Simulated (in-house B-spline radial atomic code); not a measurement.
N³⁺. Computed with a B-spline radial atomic code. Model: all-electron spherical atom, spin shells full or empty, radial basis limit, no spin-orbit coupling, Breit or QED, empty-state partial waves extrapolated as (l+1/2)^-4, RPA, G0W0 and static COHSEX of the highest shell as one setting changes (uncorrelated shells keep exact exchange).

Empty levels are discrete states of a finite basis, so the steps are uneven.

Given: element N; charge 3; filled core He; hamiltonian non-relativistic; mean-field start PBE0; highest l of empty states 9; lowest nl shells left uncorrelated 0; highest mean-field shell 2s; box radius 14.14 bohr.

Shell: 2s 1 1 (electrons up and down).

```tsv
highest empty level kept (hartree)	RPA correlation energy (hartree)	G0W0 level (eV)	G0W0 minus most complete (meV)	COHSEX level (eV)	linearised minus solved G0W0 (meV)
5.33	-0.12804	-77.067	289.2	-79.592	50
10.67	-0.14038	-77.175	180.8	-79.963	51.1
18.67	-0.15189	-77.23	125.9	-80.169	51.7
32	-0.16491	-77.26	95.7	-80.286	52.1
53.33	?	?	?	?	?
96	?	?	?	?	?
160	-0.20986	-77.331	25	-80.495	53
320	-0.21982	-77.347	8.6	-80.541	53.2
640	-0.22334	-77.353	2.8	-80.556	53.3
1333.3	-0.22446	-77.355	0.9	-80.56	53.3
3200	-0.22486	-77.356	0.2	-80.562	53.3
10667	-0.22495	-77.356	0	-80.562	53.3
```

(1) What follows for highest empty level kept = 96?

(2) What follows for highest empty level kept = 53.33?

## Answers

(1) RPA correlation energy -0.19752 hartree; G0W0 level -77.312 eV; G0W0 minus most complete 44.3 meV; COHSEX level -80.437 eV; linearised minus solved G0W0 52.8 meV.

(2) RPA correlation energy -0.18131 hartree; G0W0 level -77.287 eV; G0W0 minus most complete 69.5 meV; COHSEX level -80.366 eV; linearised minus solved G0W0 52.4 meV.
